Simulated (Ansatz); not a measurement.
AlClH₄O₂Si (`[OH][Al]([Cl])[O][SiH3]`), 9 atoms. The species carries charge 0 and has multiplicity 1. All runs use 4 threads of an Arm Neoverse V1 on a shared host. Correlated methods freeze the cores.

Q: Give the basis size and wall time and peak host memory of each of these runs in Ansatz. RKS ωB97M-V/def2-SVP energy; RKS PBE-D4/def2-TZVPP energy and forces; RKS B3LYP-D4/def2-TZVPP energy and forces; RKS PBE0-D4/def2-TZVP frequencies; RHF-CCSD(T)/def2-TZVPP energy; RKS revPBE-D4/def2-TZVPP energy; RKS PBE0-D4/def2-TZVP relaxation (6 steps); RHF-MP2/def2-QZVPP energy; RKS ωB97M-V/def2-QZVPP energy; RKS CAM-B3LYP-D4/def2-TZVPP energy; RKS PBE0-D4/def2-SVP energy; RKS PBE0-D4/def2-QZVPP energy. (An estimate is asked.)

A: The calculation gave: Other jobs shared the machine, so times are rough.

| level | job | functions | wall time | peak host memory (GiB) |
| --- | --- | --- | --- | --- |
| RKS PBE0-D4/def2-SVP | energy | 102 | 1.1 s | 0.44 |
| RKS revPBE-D4/def2-TZVPP | energy | 244 | 1.9 s | 0.33 |
| RKS PBE-D4/def2-TZVPP | energy and forces | 244 | 2.3 s | 0.33 |
| RKS CAM-B3LYP-D4/def2-TZVPP | energy | 244 | 3.4 s | 0.73 |
| RKS B3LYP-D4/def2-TZVPP | energy and forces | 244 | 4.4 s | 0.71 |
| RKS ωB97M-V/def2-SVP | energy | 102 | 4.9 s | 0.44 |
| RKS PBE0-D4/def2-QZVPP | energy | 444 | 8 s | 1.7 |
| RHF-MP2/def2-QZVPP | energy | 444 | 16 s | 2.2 |
| RKS ωB97M-V/def2-QZVPP | energy | 444 | 18 s | 2 |
| RKS PBE0-D4/def2-TZVP | relaxation (6 steps) | 197 | 21 s | 0.55 |
| RHF-CCSD(T)/def2-TZVPP | energy | 244 | 99 s | 4.5 |
| RKS PBE0-D4/def2-TZVP | frequencies | 197 | 110 s | 0.56 |

B3LYP here is the variant with VWN-RPA as its local correlation; programs differ in this.
